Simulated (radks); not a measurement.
Results of a calculation; reference values are marked as such.
Problem. The table gives one normalised radial function P(r) = r R(r) of O in [He] 2s2 2p4 (r in bohr). Level of theory: scalar-relativistic Kohn-Sham, LDA (Slater exchange, Perdew-Wang correlation), spin-polarised, spherical densities, finite nucleus; open shells are filled with parallel spins first; Fermi nuclear charge, rms radius 2.6991 fm (a radial shooting solver on a logarithmic mesh with Libxc functionals).

| r | P |
|---|---|
| 0.01075 | 0.0017 |
| 0.01323 | 0.0026 |
| 0.01642 | 0.0039 |
| 0.02038 | 0.0060 |
| 0.0253 | 0.0090 |
| 0.03115 | 0.0133 |
| 0.03866 | 0.0200 |
| 0.04798 | 0.0296 |
| 0.05907 | 0.0430 |
| 0.07332 | 0.0628 |
| 0.09099 | 0.0905 |
| 0.112 | 0.1271 |
| 0.139 | 0.1777 |
| 0.1726 | 0.2435 |
| 0.2142 | 0.3258 |
| 0.2637 | 0.4199 |
| 0.3273 | 0.5293 |
| 0.4062 | 0.6421 |
| 0.5001 | 0.7421 |
| 0.6207 | 0.8206 |
| 0.7703 | 0.8569 |
| 0.9484 | 0.8415 |
| 1.177 | 0.7723 |
| 1.461 | 0.6586 |
| 1.813 | 0.5183 |
| 2.232 | 0.3778 |
| 2.771 | 0.2452 |
| 3.438 | 0.1403 |
| 4.234 | 0.0709 |
| 5.254 | 0.0291 |

Which n and l does it have? It may be an empty orbital.

Solution. n = 2, l = 1: the number of nodes gives n - l - 1 = 0, the rise at small r (about r^(l+1)) gives l, and the extent must fit the shell. The curve is that of 2p up; the table hardly tells the two spins apart. 2p up: eigenvalue -10.356 eV, 0 radial nodes, <r> = 1.23 bohr, 90 % of the charge inside 2.15 bohr.
